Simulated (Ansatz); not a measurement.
F2O (SMILES FOF), charge 0, multiplicity 1, relaxed at each level with Ansatz (an electronic-structure program); harmonic frequencies from differences of analytic forces, average atomic masses, frozen cores.

Task: Give the equilibrium geometry, the harmonic frequencies and the zero-point energy at MP2/cc-pVTZ.

Result: 
(charge 0, multiplicity 1):
```xyz
3

F     -1.0971    -0.2693     0.0000
O     -0.0007     0.6026     0.0000
F      1.0977    -0.2669     0.0000
```
Frequencies (cm⁻¹): 486, 916, 985. Zero-point energy 3.41 kcal/mol.

Task: Give the equilibrium geometry, the harmonic frequencies and the zero-point energy at CCSD(T)/cc-pVQZ.

Result: 
(charge 0, multiplicity 1):
```
atom    x (Å)    y (Å)   z (Å)
----  -------  -------  ------
F     -1.1004  -0.2705  0.0000
O     -0.0007   0.6049  0.0000
F      1.1010  -0.2680  0.0000
```
Frequencies (cm⁻¹): 471, 865, 951. Zero-point energy 3.27 kcal/mol.

Doubts at one or more of the structures used: a restricted determinant that unrestricted orbitals would lower (MP2/cc-pVTZ, CCSD(T)/cc-pVQZ).
